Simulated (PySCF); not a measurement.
**FPbN, singlet: computed properties**

Method: wB97X/[Pb def2-TZVP with ECP60, N def2-TZVP, F def2-TZVP], scalar-relativistic core potentials, density fitting, no spin–orbit coupling, PySCF.

The structure is a minimum.

```json
{
  "Point group": "C∞v",
  "Bond lengths": "Pb–F 2.007 Å, Pb–N 1.883 Å",
  "Bond angles": "F–Pb–N 180.0°",
  "Rotational constants": "0.1342 cm⁻¹",
  "Dipole moment": "1.52 D",
  "Rotational symmetry number": "1",
  "Zero-point energy": "8.6 kJ/mol",
  "Highest occupied level": "-9.74 eV",
  "Heat capacity Cp at 298.15 K": "53.4 J/(mol K)",
  "Enthalpy at 298.15 K above 0 K": "13.56 kJ/mol",
  "Atomisation energy without zero-point energy": "463 kJ/mol",
  "Entropy at 298.15 K and 1 bar": "284.0 J/(mol K)",
  "Principal polarisabilities": "34.4, 34.4, 66.8 bohr³",
  "Lowest empty level": "-1.52 eV",
  "Principal quadrupole moments (Buckingham, traceless) about the centre of mass": "-15.02, 7.51, 7.51 D Å"
}
```

Harmonic modes (masses in u: Pb 207.977, N 14.003, F 18.998):
```csv
symmetry,ω (cm⁻¹),"IR (km/mol, summed over degenerate members)",μ (u),type
π,73,27.7,17.81,bend
σ+,543,110,19.23,stretch
σ+,754,17.0,15.52,stretch
```

In C∞v the vibrations span π + 2σ+.

Charges (e):
```csv
atom,Mulliken,Löwdin,polar tensor,Mayer order to Pb1
Pb1,0.97,0.72,0.93,–
N2,-0.52,-0.42,-0.30,2.31
F3,-0.45,-0.30,-0.64,0.80
```

Mulliken populations on Pb1 (electrons outside its core potential): s 3.53, p 7.29, d 10.12, f 0.09.

Counting electrons, lead keeps none of its valence electrons outside its bonds, so the VSEPR class is AX2 and the expected shape is linear; with unlike ligands the computed point group is C∞v.

Only a few start shapes were tried, so a lower isomer may exist. No spin–orbit coupling is included, which matters more the heavier the element.

The final relaxation and frequency run took 58 s on 4 threads of a shared Intel Xeon @ 2.50GHz (Skylake/Cascade Lake) host, with 112 basis functions and 10 gradients; the process peaked at 0.99 GiB. Launch command: `OMP_NUM_THREADS=4 python axn.py task.json out`.
